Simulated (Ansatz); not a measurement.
System: SbF3 (charge +1, doublet). 
Geometry from a B3LYP-D3(BJ)/def2-TZVP (Ansatz, a program for electronic structure) optimisation:
```xyz
4

Sb     0.0034     0.0000     0.2553
F     -1.3795    -1.0085    -0.4640
F     -0.1934     1.6935    -0.4794
F      1.5534    -0.6847    -0.5034
```
Charge +1, spin multiplicity 2.

Basis-set convergence of Hartree-Fock and MP2 correlation energies (hartree) with Ansatz. Valence correlation only, unless marked. UHF or UKS for open shells. Spin-orbit coupling is left out. The frozen core is the preceding noble-gas configuration, with the filled d and f shells of earlier blocks. Past Kr the def2 sets carry scalar-relativistic core potentials.

| basis | functions | E(HF) | E(corr, MP2) |
|---|---|---|---|
| def2-SVP | 68 | -536.96631 | -0.65369 |
| def2-TZVPP | 143 | ___ | ___ |

Complete the blanks.


- def2-TZVPP, E(HF): -537.39255
- def2-TZVPP, E(corr, MP2): -0.86255
